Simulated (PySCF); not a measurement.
C4F8O, SMILES C1(C(OC(F)(C1(F)F)F)(F)F)(F)F.

Geometry optimised at ωB97X-D3(BJ)/def2-SVP. One conformer was computed; it need not be the lowest.

Method: TDA-PBE0/def2-SVP (PySCF).

Vertical excitations. The molecule is in vacuum.

Q: List the lowest excited states. (An estimate is asked for; the answer gives what the named calculation found.)

A: 
```json
[
 {"state": "S1", "energy (eV)": "8.76", "λ (nm)": "142", "f": "0.006", "main pairs": "HOMO→LUMO 99 %"},
 {"state": "S2", "energy (eV)": "10.11", "λ (nm)": "123", "f": "0.034", "main pairs": "HOMO→LUMO+1 74 %, HOMO−1→LUMO 22 %"},
 {"state": "S3", "energy (eV)": "10.24", "λ (nm)": "121", "f": "0.000", "main pairs": "HOMO−1→LUMO 72 %, HOMO→LUMO+1 20 %"},
 {"state": "S4", "energy (eV)": "10.60", "λ (nm)": "117", "f": "0.000", "main pairs": "HOMO−2→LUMO 91 %"},
 {"state": "S5", "energy (eV)": "11.08", "λ (nm)": "112", "f": "0.040", "main pairs": "HOMO−1→LUMO+1 62 %, HOMO→LUMO+2 26 %"},
 {"state": "S6", "energy (eV)": "11.17", "λ (nm)": "111", "f": "0.034", "main pairs": "HOMO→LUMO+2 51 %, HOMO−1→LUMO+1 35 %, HOMO−6→LUMO 9 %"},
 {"state": "S7", "energy (eV)": "11.27", "λ (nm)": "110", "f": "0.028", "main pairs": "HOMO−3→LUMO 87 %"},
 {"state": "S8", "energy (eV)": "11.50", "λ (nm)": "108", "f": "0.011", "main pairs": "HOMO−4→LUMO 69 %, HOMO→LUMO+3 21 %"},
 {"state": "S9", "energy (eV)": "11.53", "λ (nm)": "108", "f": "0.017", "main pairs": "HOMO→LUMO+3 74 %, HOMO−4→LUMO 20 %"},
 {"state": "S10", "energy (eV)": "11.56", "λ (nm)": "107", "f": "0.014", "main pairs": "HOMO−6→LUMO 39 %, HOMO−5→LUMO 37 %, HOMO−2→LUMO+1 12 %"},
 {"state": "T1", "energy (eV)": "8.24", "λ (nm)": "150", "f": "0", "main pairs": "HOMO→LUMO 97 %"},
 {"state": "T2", "energy (eV)": "9.29", "λ (nm)": "133", "f": "0", "main pairs": "HOMO→LUMO+1 96 %"},
 {"state": "T3", "energy (eV)": "9.52", "λ (nm)": "130", "f": "0", "main pairs": "HOMO−1→LUMO 85 %"},
 {"state": "T4", "energy (eV)": "9.91", "λ (nm)": "125", "f": "0", "main pairs": "HOMO−2→LUMO 76 %, HOMO−1→LUMO 12 %"}
]
```
Triplets are in the Tamm–Dancoff approximation.
